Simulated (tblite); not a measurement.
C5H4NPS.
SMILES: `Cc1cpc(C#N)s1`

Level: GFN2-xTB in tblite, geometry and Hessian alike; calculated harmonic values, unscaled, isolated species. This tight-binding method is rough: wavenumbers can miss measured ones by several per cent, in bad cases by 10 to 20.

Problem. How many normal modes are there?

Solution. 12 atoms, non-linear: 3N − 6 = 30.

Problem. What is the point group of the computed structure, and how do the modes divide by symmetry?

Solution. Cs. The vibrations span 20 a′ + 10 a″.

Problem. How many distinct wavenumbers does the calculation give?

Solution. 30: Cs has no degenerate species.

Problem. How many fundamentals are allowed in the infrared by symmetry?

Solution. 30 of 30: in Cs every mode is allowed. All fundamentals are allowed in the Raman spectrum.

Problem. Zero-point energy?

Solution. Half the sum of the wavenumbers, 16608 cm⁻¹, or 2.059 eV from 30 modes, 0.898 eV of it from above 1550 cm⁻¹.

Problem. How far is the lowest real mode excited at 298.15 K, as a harmonic oscillator?

Solution. θ = hcν̃/k = 86 K for 59.8 cm⁻¹, so N1/N0 = 0.75 and ⟨v⟩ = 1/(exp(θ/T) − 1) = 3.

Hardware: one thread, Arm Neoverse V1 (shared host). The figure is for the frequency step alone.
